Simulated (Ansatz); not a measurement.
```yaml
crystal:
  periodic: [false, false, false]
  atoms:
    - {symbol: Cl, position_ang: [1.174740, 0.770543, -2.681091]}
    - {symbol: Ga, position_ang: [1.455873, 0.533890, -0.581745]}
    - {symbol: Cl, position_ang: [0.593304, -1.566410, -0.017228]}
    - {symbol: Ga, position_ang: [-1.319859, -0.533032, 0.846755]}
    - {symbol: Cl, position_ang: [-2.861308, -0.781074, -0.603992]}
    - {symbol: Cl, position_ang: [-0.363877, 1.567837, 0.464096]}
    - {symbol: H, position_ang: [2.752600, 0.808305, 0.209945]}
    - {symbol: H, position_ang: [-1.431484, -0.800049, 2.363261]}
basis:
  gaussian: {orbitals: ANO-RCC-VTZP}
hamiltonian: {xc: {name: rPW86-PBE}}
output: {forces: true}
```

```sh
$ ansatz run in.yaml --threads 4 --pin off --events-out ev --progress --plain --max-ram 11315MiB
```

Output, abridged:

```
Functional definition: rPW86-PBE
2314 factors; their error is unknown
mean field evaluation 1: about -156165.3226 eV, gradient 5.6e1 eV
mean field evaluation 2: about -156158.1961 eV, gradient 1.1e2 eV
mean field evaluation 4: about -156169.0855 eV, gradient 3.6e0 eV
mean field evaluation 8: about -156169.1224 eV, gradient 5.0e-2 eV
mean field evaluation 16: about -156169.0922 eV, gradient 7.7e-5 eV
mean field -156169.09219223 eV, -5739.1082828517 hartree, gradient 7.7e-5 eV, S^2 0.000000; 0 other end points of the search recorded, 0 dependent functions left out
reference -156169.09236912 eV, -5739.1082893524 hartree; 66, 66 occupied and 184, 184 virtual orbitals, 2314 factors
Total energy: -156169.09236912 eV, -5739.1082893524 hartree
Relativity: scalar
Atom 0 at     1.174740     0.770543    -2.681091 Å, force    -0.023227     0.063521    -0.459898 eV/Å
Atom 1 at     1.455873     0.533890    -0.581745 Å, force     0.585623     0.150143     0.187500 eV/Å
Atom 2 at     0.593304    -1.566410    -0.017228 Å, force     0.200509    -0.555893    -0.024844 eV/Å
Atom 3 at    -1.319859    -0.533032     0.846755 Å, force    -0.188196    -0.147793     0.585717 eV/Å
Atom 4 at    -2.861308    -0.781074    -0.603992 Å, force    -0.360079    -0.065938    -0.286590 eV/Å
Atom 5 at    -0.363877     1.567837     0.464096 Å, force    -0.138693     0.556424     0.145778 eV/Å
Atom 6 at     2.752600     0.808305     0.209945 Å, force    -0.084218    -0.017980    -0.050066 eV/Å
Atom 7 at    -1.431484    -0.800049     2.363261 Å, force     0.008280     0.017516    -0.097597 eV/Å
Dipole moment:     0.271576     0.001703     0.529136 e Å
```

Hardware: 4 threads of an Arm Neoverse V1 on a shared host. Wall time 27 s, peak host memory 0.86 GiB.
